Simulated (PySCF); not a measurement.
Vertical excitation energies

C6H6NP.
SMILES with atom numbers: `[CH2:1]=[CH:2][c:3]1[n:4][cH:5][cH:6][cH:7][p:8]1` (hydrogens: H9, H10 on C1; H11 on C2; H12 on C5; H13 on C6; H14 on C7)

Structure used (GFN2-xTB), in Å, numbered top down from 1:
```xyz
14
C6H6NP angstrom
C      2.821    0.190    0.235
C      1.896   -0.444   -0.478
C      0.462   -0.264   -0.291
N      0.069    0.581    0.643
C     -1.196    0.824    0.901
C     -2.283    0.246    0.252
C     -2.121   -0.671   -0.764
P     -0.582   -1.215   -1.357
H      2.534    0.885    1.005
H      3.873    0.033    0.071
H      2.173   -1.146   -1.255
H     -1.365    1.542    1.695
H     -3.280    0.530    0.558
H     -3.002   -1.091   -1.236
```

Level of theory: TDDFT wB97X-D/def2-SVPD, vertical, gas phase, core orbitals frozen in the response in PySCF.

| state | E (eV) | E (hartree) | f | symmetry | main configurations (H = HOMO, L = LUMO) |
| --- | --- | --- | --- | --- | --- |
| S1 | 3.86 | 0.1418 | 0.0016 | – | H-1→L (98%) |
| S2 | 3.99 | 0.1465 | 0.0040 | A″ | H-1→L+1 (97%) |
| S3 | 4.37 | 0.1605 | 0.090 | A′ | H→L+1 (86%), H-2→L (10%) |
| S4 | 4.62 | 0.1697 | 0.306 | A′ | H→L (94%) |
| S5 | 5.62 | 0.2066 | 0.010 | A″ | H-3→L (70%), H-3→L+1 (26%) |
| S6 | 5.78 | 0.2124 | 0.293 | A′ | H-2→L (80%), H→L+1 (10%) |
| S7 | 5.81 | 0.2137 | 0.0005 | – | H-3→L+1 (69%), H-3→L (27%) |
| S8 | 6.09 | 0.2238 | 0.061 | A′ | H-2→L+1 (89%) |

Triplets, Tamm–Dancoff:

| state | E (eV) | λ (nm) | main configurations (H = HOMO, L = LUMO) |
| --- | --- | --- | --- |
| T1 | 2.85 | 434.9 | H→L (89%) |
| T2 | 3.40 | 364.6 | H→L+1 (86%) |
| T3 | 3.52 | 352.6 | H-1→L+1 (88%) |

The lowest singlet comes at 321 nm (372 kJ/mol) in the ultraviolet; it is very weak; its leading configuration is HOMO-1→LUMO (98%). The strongest level in the table is S4 at 4.62 eV (268 nm, f = 0.306). Löwdin shares by element: HOMO carbon 47% or more, phosphorus 20% (atoms not listed hold the other 33%); LUMO carbon 38% or more, phosphorus 28% (atoms not listed hold the other 34%). Orbital energies (eV): HOMO-3 -10.57, HOMO-2 -10.04, HOMO-1 -8.95, HOMO -8.49, LUMO -0.27, LUMO+1 -0.04, LUMO+2 2.36. The oscillator strengths of these states sum to 0.767; summed over the whole spectrum of an exact calculation they would give the number of electrons, 64 (Thomas–Reiche–Kuhn). Weighted by f, the mean energy of these states is 5.16 eV. Symmetry labels in Cs follow from the direction of the transition dipole and are given only for states with f of 0.002 or more. Only the lowest 8 singlets were computed, as vertical energies without vibronic structure.

One conformer stands for the species.
